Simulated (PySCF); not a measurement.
Shifts of the heteroatoms

Cartesian coordinates in Å; atom numbers follow the order of the lines, from 1:
```xyz
19

C    -3.1033   -0.2286   -0.2235
N    -1.8706    0.4415   -0.5640
Si   -0.5041    0.5204    0.4733
C     0.1276   -1.2207    0.8018
C     1.3955   -1.5970    0.6522
Si    2.7832   -0.4758    0.0589
C     2.0717    1.1066   -0.6592
C     0.8052    1.4598   -0.5101
Cl    0.2376    2.9526   -1.2203
H    -3.7825    0.4112    0.3502
H    -3.6170   -0.5526   -1.1305
H    -2.8751   -1.1053    0.3772
H    -2.0320    1.2274   -1.1775
H    -0.6933    1.2230    1.7622
H    -0.5958   -1.9515    1.1499
H     1.6684   -2.6239    0.8766
H     3.6723   -0.1501    1.1864
H     3.5572   -1.1670   -0.9844
H     2.7451    1.7393   -1.2266
```

One averaged value for each set of equivalent atoms, no relativistic terms, a single conformation, no solvent model. Shielding tensors at PBE0/pcSseg-1 (GIAO); geometry: GFN2-xTB; PySCF.

Q: Where does 29Si resonate?

A: 
```json
{"atoms": "Si3", "environment": "silicon bonded to 2 C, N, H, in a 6-membered ring", "σ (ppm)": "401.0", "δ (ppm)": "-49.7"}
{"atoms": "Si6", "environment": "silicon bonded to 2 C, 2 H, in a 6-membered ring", "σ (ppm)": "413.9", "δ (ppm)": "-60.2"}
```

Shieldings were converted by a linear fit to measured shifts: 29Si (scatter 8.9 ppm rms, 25.8 ppm with the 6 outliers that the fit left out vs TMS, solution or neat liquid). A few per cent of atoms miss by over 2 rms, more outside the fitted compound classes.

On a 300 MHz spectrometer 29Si resonates near 59.6 MHz, so 1 ppm is 59.6 Hz.

Q: What are the 15N shifts?

A: 
```csv
atoms,environment,σ (ppm),δ (ppm)
N2,"nitrogen bonded to C, Si, H",249.5,-378.0
```

Shieldings were converted by a linear fit to measured shifts: 15N (scatter 6.3 ppm rms vs CH3NO2, solution or neat liquid). A few per cent of atoms miss by over 2 rms, more outside the fitted compound classes.

On a 300 MHz spectrometer 15N resonates near 30.4 MHz, so 1 ppm is 30.4 Hz.
